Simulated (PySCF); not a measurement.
A family of related molecules: H2E=Y. Gas-phase values, no solvent. Strings in code marks are SMILES.

Delta-SCF ions had no search for a lower state. Excitations are Tamm–Dancoff values on a coarser integration grid. The basis has no diffuse functions, so Rydberg states are missing or too high.

A: `[O]=[SnH2]`
B: `C=N`
C: `O=[SiH2]`
D: `C=S`

Task: Order them by vertical ionisation energy (Delta-SCF) (lowest first) at the level PySCF with PBE-D3(BJ)/def2-TZVP // r2SCAN-D4/def2-TZVP.

Result: D (9.22 eV), A (9.43 eV), B (10.48 eV), C (10.73 eV)
